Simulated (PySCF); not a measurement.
Compound: Ge2H7P.
Atom-mapped SMILES: `[PH2:1][GeH2:2][GeH3:3]` (hydrogens: H4, H5 on P1; H6, H7 on Ge2; H8, H9, H10 on Ge3)

Computed by this run: PBE0-D3(BJ)/def2-SVP geometry optimisation, gas phase (PySCF 2.14.0); density fitting, grid level 1; the optimiser is geomeTRIC in internal coordinates, started from a GFN2-xTB structure with every atom displaced at random (about 0.01 Å).

Step 0: E = -122404.4295 eV
```
atom  x, y, z in Å  |  force x, y, z in eV/Å
P1     -2.4948   -0.1690   -0.3703   -0.904   1.331  -0.929
Ge2    -0.4506    0.8520   -0.4490    0.201   0.370  -0.076
Ge3     1.4453   -0.4533    0.1722    0.218  -0.155   0.351
H4     -1.9897   -1.3582   -0.8297    0.404  -1.248  -0.483
H5     -2.3615   -0.5233    0.9432    0.114  -0.412   1.451
H6     -0.2452    1.4199   -1.8428    0.050  -0.034  -0.507
H7     -0.4942    2.1138    0.3945   -0.087   0.268   0.441
H8      1.8883   -1.4323   -0.8791    0.010  -0.434  -0.632
H9      1.2133   -1.2809    1.4248   -0.291  -0.200   0.357
H10     2.6938    0.3428    0.4957    0.285   0.513   0.027
```

Step 1: E = -122404.6187 eV
```
atom  x, y, z in Å  |  force x, y, z in eV/Å
P1     -2.4774   -0.1758   -0.3801    0.162  -0.362   0.242
Ge2    -0.4168    0.9205   -0.4626    0.055   0.181  -0.053
Ge3     1.4618   -0.4818    0.1928    0.124  -0.029  -0.008
H4     -1.9446   -1.4309   -0.8660   -0.129   0.302   0.126
H5     -2.3234   -0.5542    1.0100   -0.016   0.080  -0.372
H6     -0.2232    1.4426   -1.9145   -0.016  -0.093   0.183
H7     -0.5139    2.1668    0.4626   -0.003  -0.186  -0.101
H8      1.8149   -1.4872   -0.9362   -0.078   0.130   0.141
H9      1.1166   -1.2811    1.4742    0.014   0.086  -0.126
H10     2.7106    0.3927    0.4792   -0.114  -0.109  -0.032
```

**Question.** Estimate the geometry and energy of step 2. (The exact step hangs on the optimiser's Hessian estimate; all steps are aligned on step 1, rigid shifts and turns removed.)

**Answer.** E = -122404.6329 eV, largest force 0.096 eV/Å
```
atom  x, y, z in Å  |  force x, y, z in eV/Å
P1     -2.4713   -0.1788   -0.3763    0.042  -0.062   0.060
Ge2    -0.4138    0.9196   -0.4610    0.011   0.009  -0.011
Ge3     1.4607   -0.4748    0.1934    0.013   0.026  -0.003
H4     -1.9439   -1.4181   -0.8645   -0.028   0.048   0.006
H5     -2.3049   -0.5627    0.9940   -0.006   0.010  -0.060
H6     -0.2219    1.4325   -1.9024    0.006  -0.010  -0.011
H7     -0.5142    2.1519    0.4602   -0.018  -0.003   0.018
H8      1.7943   -1.4781   -0.9259   -0.018  -0.008  -0.009
H9      1.1094   -1.2627    1.4684   -0.011   0.000   0.013
H10     2.7103    0.3826    0.4735    0.009  -0.009  -0.005
```

The energy changes by -0.0142 eV. The first-order estimate −F·Δx gives -0.0254 eV and the mean of the old and new forces, exact on a quadratic surface, -0.0140 eV. The step makes an angle of 54° with the force vector and moves no atom by more than 0.026 Å.

What follows is the cost of the whole optimisation. Time: 67 s of wall time; peak memory 0.50 GiB. Hardware: one thread of an Arm Neoverse V1, no GPU, on a shared host.
